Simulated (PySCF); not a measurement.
Ge(F)2(Cl)(NH2), SMILES [NH2][Ge]([F])([F])[Cl] (H2ClF2GeN) at its CAM-B3LYP/def2-SVP optimised geometry (Å):

```
7

N      1.0290    -0.5406     0.0000
Ge    -0.7492    -0.5406     0.0000
F     -1.3250    -1.4036    -1.3620
F     -1.4665    -1.3806     1.3170
Cl    -1.5105     1.4326     0.0000
H      1.4971     0.1867     0.5305
H      1.5105    -1.4326     0.0544
```

Computed with PySCF with CAM-B3LYP/def2-TZVP.

Map of the Laplacian of the electron density (e/bohr⁵), clipped to [-1.50, 1.50] on the plane z = 0.6 Å:

```
|444444444444444444444444444|
|444444444444444444444444444|
|444444444444444444444444444|
|444444444444444444444444444|
|444444455544444444444444444|
|444445555555444444444444444|
|444445555555544444444444444|
|444455543455544444444444444|
|444455532245544444444444444|
|444455532355544444444444444|
|444455554455554455554444444|
|444445555555555555555444444|
|444445555555555554055444444|
|444444555577555553055444444|
|444444555899855554555444444|
|444444555999955555555444444|
|444445555799755555555444444|
|444445566666555555555444444|
|444445567655555555555444444|
|444445556555544555554444444|
|444444555555444444444444444|
|444444455544444444444444444|
|444444444444444444444444444|
|444444444444444444444444444|
|444444444444444444444444444|
|444444444444444444444444444|
|444444444444444444444444444|
```
Scale: ten equal steps from -1.45 (start of '0') to 1.50 (end of '9'), in the order '0123456789'; x runs from -4.00 to 4.00, y from -4.00 (bottom) to 4.00 (top).
